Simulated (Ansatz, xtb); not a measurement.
Ranking isomers of C5H3BrN2

9 gas-phase structures of C5H3BrN2, from a drawn sample of its isomers (lower ones may exist). Each was relaxed with GFN2-xTB:

A. `C#Cc1cnc(Br)[nH]1`, a singlet
B. `C#Cc1nc(Br)c[nH]1`, a singlet
C. `C#Cn1cncc1Br`, a singlet
D. `C#Cn1cnc(Br)c1`, a singlet
E. `C#Cc1nc[nH]c1Br`, a singlet
F. `C#Cn1ccnc1Br`, a singlet
G. `C#Cc1[nH]cnc1Br`, a singlet
H. `C#Cc1c[nH]c(Br)n1`, a singlet
I. `C#Cc1ncc(Br)[nH]1`, a singlet

**Question.** Which do you expect lowest at r2SCAN-D4/def2-SVP, and how would the others follow?

**Answer.** Calculated order at r2SCAN-D4/def2-SVP: G (0.0), A (0.6), B (1.7), H (2.5), I (3.0), E (3.3), D (16.4), F (17.3), C (18.3) kcal/mol. Less than 1 kcal/mol parts G and A; B and H; H and I; I and E; D and F, so the order within those pairs means little.

Energies above the lowest of each column, in kcal/mol; the last columns are at PBE0-D3(BJ)/def2-SVP geometries and were run for some of them only (a dash: not run or not comparable):

| structure | GFN2-xTB | HF/STO-3G | r2SCAN-D4/def2-SVP | PBE0-D3(BJ)/def2-SVP | CCSD(T)/def2-SVP + ΔMP2/def2-TZVPP |
| --- | --- | --- | --- | --- | --- |
| G | 0.3 | 0.0 | 0.0 | 0.0 | 0.0 |
| A | 0.0 | 0.1 | 0.6 | 0.6 | 0.8 |
| B | 1.2 | 1.0 | 1.7 | 1.8 | 1.5 |
| H | 2.0 | 0.7 | 2.5 | 2.3 | 1.7 |
| I | 1.6 | 2.2 | 3.0 | 3.0 | 2.6 |
| E | 2.5 | 1.9 | 3.3 | 3.0 | 2.0 |
| D | 0.3 | 10.2 | 16.4 | – | – |
| F | 0.7 | 10.3 | 17.3 | – | – |
| C | 1.4 | 11.7 | 18.3 | – | – |

Every level run on G puts it lowest or level with the lowest. CCSD(T)/def2-SVP + ΔMP2/def2-TZVPP orders those it was run on as G (0.0), A (0.8), B (1.5), H (1.7), E (2.0), I (2.6) kcal/mol. Less than 1 kcal/mol parts G and A; A and B; B and H; H and E; E and I, so the order within those pairs means little. Frequencies (GFN2-xTB) were run for A, B, E, G, H, I alone. ΔMP2 is the change of the MP2 energy from the smaller to the larger basis.

Over these structures GFN2-xTB departs from r2SCAN-D4/def2-SVP by 7.1 kcal/mol on average once a common shift is removed. A GFN2-xTB relaxation took about 0.086 s and the r2SCAN-D4/def2-SVP energy about 4.2 s on a shared host (Ansatz 0.2.0, xtb 6.7.1).
